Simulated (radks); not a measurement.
The numbers below are computed, except where a source is named.
Problem. Coulomb parameter of the 4d shell of the palladium ion Pd+ in the model configuration [Kr] 4d7.5 5s1.5, as a second difference U = [E(n + 0.25) + E(n - 0.25) - 2 E(n)] / (0.25)^2 with all orbitals relaxed. "Bare": the charge of the atom changes with n. "Screened": the 5s shell takes up the change at fixed total charge, which measures U(4d,4d) + U(5s,5s) - 2 U(4d,5s). Code: a radial shooting solver on a logarithmic mesh with Libxc functionals. Model: scalar-relativistic Kohn-Sham, PBE, spin-unpolarised, spherical densities, finite nucleus; Fermi nuclear charge, rms radius 4.5318 fm. Estimate both.

Solution. U(bare) = 12.602 eV, U(screened by 5s) = 2.167 eV, against the Slater integral F0(4d,4d) = 18.016 eV with frozen orbitals.
